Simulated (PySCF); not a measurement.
Isomers C₆H₅F₃O:

A. `C(C(C=C=CC)=O)(F)(F)F`
B. SMILES FC(COC1=CC1=C)(F)F
C. `C=C=C(C)C(=O)C(F)(F)F`

Spectrum 1. $^{1}$H NMR (500 MHz, computed): δ 6.15 (s, 1H), 4.51 (m, 2H), 3.88 (m, 1H), 3.72 (m, 1H). $^{13}$C{$^{1}$H} NMR (computed): δ 162.7 (C), 133.1 (C), 125.8 (C), 103.1 (CH), 72.6 (CH2), 61.1 (CH2).

Spectrum 2. $^{1}$H NMR (500 MHz, computed): δ 5.69 (s, 2H), 1.98 (s, 3H). $^{13}$C{$^{1}$H} NMR (computed): δ 234.7 (C), 188.9 (C), 126.0 (C), 102.2 (C), 85.0 (CH2), 16.4 (CH3).

Spectrum 3. $^{1}$H NMR (500 MHz, computed): δ 6.11 (m, 1H), 5.98 (m, 1H), 2.05 (m, 3H). $^{13}$C{$^{1}$H} NMR (computed): δ 232.9 (C), 187.1 (C), 126.0 (C), 99.6 (CH), 94.6 (CH), 16.3 (CH3).

How the numbers were obtained: coordinates at the GFN2-xTB level, NMR shieldings at PBE0/pcSseg-1/GIAO, in PySCF (one averaged value for each set of equivalent atoms, single conformer, no solvent model, no relativistic terms).

References, each an isolated molecule treated in the same way: TMS for $^{1}$H, $^{13}$C. Splittings of carbon signals by F and P are missing where no couplings were computed. Where no couplings were computed, multiplicities follow the n + 1 count of equivalent neighbours, and m marks all less simple cases (inequivalent or close neighbours, rings, F or P nearby). Shifts are as computed. Against solution values, carbons near 30 ppm lie about +3 ppm off and those near 130 ppm about +5 ppm (rms about the fit 2.1 ppm; single classes can miss by 10 ppm). Of 1328 compounds with measured shifts, 309 miss one by over three times the rms of a fit or turn the order of signals round; such compounds aren't used in these exercises. Signals without a measured value on file couldn't be tested in this way; 1H shifts scatter by 0.2 ppm about their fit, and single ones miss by 0.5 ppm.

Which spectrum belongs to which compound?

Answers

1–B, 2–C, 3–A.

- Spectrum 1 (B): 6 $^{13}$C signals; δC 162.7 is an alkene carbon bearing oxygen; δC 133.1 is a CF3 carbon.
- Spectrum 2 (C): 6 $^{13}$C signals; δC 234.7 is a central carbon of an allene; δC 188.9 is a ketone carbonyl carbon.
- Spectrum 3 (A): 6 $^{13}$C signals; δC 232.9 is a central carbon of an allene; δC 187.1 is a ketone carbonyl carbon.
